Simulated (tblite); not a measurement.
C₇H₁₃PS.
Z-matrix (Å and degrees, GFN2-xTB geometry), rows numbered from 1:
```
C 
C   1  1.3209
C   2  1.4887  1  124.18
P   3  1.8696  2  109.99  1  -112.43
C   4  1.8635  3   98.10  2    72.76
C   5  1.5187  4  110.76  3   163.22
S   6  1.8214  5  112.08  4   -71.73
C   7  1.8209  6   98.92  5    62.25
C   8  1.5193  7  111.99  6   -62.60
H   1  1.0783  2  121.71  3    -1.33
H   1  1.0764  2  122.03  3   179.20
H   2  1.0826  1  120.37  3  -178.51
H   3  1.0944  2  110.27  1   130.64
H   3  1.0935  2  111.15  1     9.43
H   5  1.0945  4  107.48  3   -77.18
H   5  1.0943  4  110.38  3    40.90
H   6  1.0903  5  111.30  4   171.09
H   6  1.0920  5  111.36  4    49.14
H   8  1.0921  7  107.84  6    60.32
H   8  1.0904  7  104.96  6   176.44
H   9  1.0946  4  107.75  3    77.06
H   9  1.0943  4  110.69  3   -41.48
```

Computed values, GFN2-xTB/tblite, gas phase, harmonic and unscaled. The method is semi-empirical: single wavenumbers can be off by several per cent or more. One conformer, not necessarily the lowest.

Harmonic wavenumbers (cm⁻¹): 45.9, 67.1, 97.8, 143.2, 199.3, 225.5, 239.0, 282.2, 318.3, 338.9, 413.5, 438.7, 593.5, 651.6, 681.6, 684.2, 689.5, 754.8, 792.6, 827.0, 866.4, 869.9, 892.5, 931.2, 953.2, 1016.4, 1041.8, 1044.6, 1057.5, 1065.4, 1098.6, 1127.5, 1158.7, 1167.2, 1188.8, 1248.2, 1250.6, 1253.1, 1265.0, 1289.3, 1407.0, 1420.3, 1428.7, 1432.4, 1440.4, 1444.8, 1709.2, 2927.4, 2929.5, 2932.5, 2936.5, 2939.7, 2941.5, 2955.0, 2955.6, 2988.9, 2989.6, 3054.2, 3095.2, 3126.5.

A = 2466, B = 673.6, C = 584.6 MHz; mass 160.048 u (most abundant isotopes); point group C1, symmetry number 1.

Problem. Zero-point energy?

Solution. ½Σν̃ = 39662 cm⁻¹ = 113.40 kcal/mol.

Problem. Give the ideal-gas entropy at 350 K and 1 bar in the rigid-rotor, harmonic-oscillator model (classical rotation).

Solution. Translation 41.94, rotation 30.66, vibration 37.22: S = 109.8 cal/(mol K).

Problem. And Cp and H(350 K) − H(0)?

Solution. Cp = 48.75 cal/(mol K), of which vibrations give 40.81 (their classical limit is 60 R = 119.2); H(350 K) − H(0) = 9.71 kcal/mol without the zero-point energy, 6.93 from vibrations.

Problem. How do the functions run with temperature in this model?

Solution. 
```json
{"T (K)": "50", "S (cal/(mol K))": "60.4", "Cp (cal/(mol K))": "13.3", "H − H(0) (kcal/mol)": "0.51", "G − H(0) (kcal/mol)": "-2.51", "ln q(vib)": "0.55"}
{"T (K)": "100", "S (cal/(mol K))": "71.5", "Cp (cal/(mol K))": "19.3", "H − H(0) (kcal/mol)": "1.32", "G − H(0) (kcal/mol)": "-5.83", "ln q(vib)": "1.79"}
{"T (K)": "298.15", "S (cal/(mol K))": "102.5", "Cp (cal/(mol K))": "42.3", "H − H(0) (kcal/mol)": "7.35", "G − H(0) (kcal/mol)": "-23.22", "ln q(vib)": "7.29"}
{"T (K)": "373.15", "S (cal/(mol K))": "113.0", "Cp (cal/(mol K))": "51.5", "H − H(0) (kcal/mol)": "10.88", "G − H(0) (kcal/mol)": "-31.30", "ln q(vib)": "9.42"}
{"T (K)": "500", "S (cal/(mol K))": "130.0", "Cp (cal/(mol K))": "64.9", "H − H(0) (kcal/mol)": "18.29", "G − H(0) (kcal/mol)": "-46.73", "ln q(vib)": "13.07"}
{"T (K)": "750", "S (cal/(mol K))": "160.1", "Cp (cal/(mol K))": "83.1", "H − H(0) (kcal/mol)": "36.98", "G − H(0) (kcal/mol)": "-83.10", "ln q(vib)": "20.17"}
{"T (K)": "1000", "S (cal/(mol K))": "185.8", "Cp (cal/(mol K))": "95.0", "H − H(0) (kcal/mol)": "59.34", "G − H(0) (kcal/mol)": "-126.41", "ln q(vib)": "26.88"}
```

q(vib) and H(0) count from the zero-point level.

Problem. Which modes carry the vibrational entropy at 350 K?

Solution. 45.9 cm⁻¹: 5.30; 67.1 cm⁻¹: 4.55; 97.8 cm⁻¹: 3.81; 143.2 cm⁻¹: 3.07; 199.3 cm⁻¹: 2.44; 225.5 cm⁻¹: 2.21 cal/(mol K); the other 54 give 15.84 together.

Problem. What must be added to the electronic energy to get the Gibbs energy at 350 K and 1 bar?

Solution. ZPE + [H(350 K) − H(0)] − T·S = 113.40 + 9.71 − 38.44 = 84.67 kcal/mol.

Hindered rotation and anharmonicity are outside this model. Other conformers, if any are populated, would add a mixing term that is left out. The structure is chiral; the term R ln 2 for an equal mix with its mirror image is left out.
